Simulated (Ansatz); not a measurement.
C$_{2}$H$_{4}$O$_{2}$, charge -1, doublet, at a GFN2-xTB geometry (a state made from the parent by changing its charge; the spin is typed, not shown lowest) (a gas-phase anion, which may not be bound at this level); PBE/cc-pVDZ run with Ansatz (a quantum-chemistry and plane-wave program).

The Ansatz input:
Ansatz 0.2 input:
```yaml
crystal:
  periodic: [false, false, false]
  atoms:
    - {symbol: C, position_ang: [-1.35694313, -0.34695005, -0.01470161]}
    - {symbol: O, position_ang: [-0.11621097, -0.92096213, -0.20521993]}
    - {symbol: C, position_ang: [1.01595326, 0.07657087, -0.15725667]}
    - {symbol: O, position_ang: [0.77579441, 1.25696160, 0.28556146]}
    - {symbol: H, position_ang: [-1.96902920, -0.39407010, -0.93383438]}
    - {symbol: H, position_ang: [-1.90675889, -0.86419747, 0.79042516]}
    - {symbol: H, position_ang: [-1.21390419, 0.70871758, 0.26674643]}
    - {symbol: H, position_ang: [1.85896390, -0.51617084, 0.26568012]}
basis:
  gaussian:
    orbitals: cc-pVDZ
hamiltonian:
  xc: pbe
total_charge: -1
magnetization: {spin_polarized: true, initial_magnetization: 1}
```

The log (banner, timings and long lists left out):

```
Functional definition: PBE
862 factors; their error is unknown
mean field evaluation 1: about -6222.0422 eV, gradient 2.3e1 eV
mean field evaluation 2: about -6215.8185 eV, gradient 4.7e1 eV
mean field evaluation 4: about -6224.4063 eV, gradient 3.7e0 eV
mean field evaluation 8: about -6224.4191 eV, gradient 1.1e-1 eV
mean field evaluation 16: about -6224.4192 eV, gradient 9.0e-6 eV
mean field -6224.41915171 eV, -228.7431847624 hartree, gradient 9.0e-6 eV, S^2 0.751458; 1 other end points of the search recorded, 0 dependent functions left out
reference -6224.41918029 eV, -228.7431858128 hartree; 17, 16 occupied and 59, 60 virtual orbitals, 862 factors
Total energy: -6224.41918029 eV, -228.7431858128 hartree
```
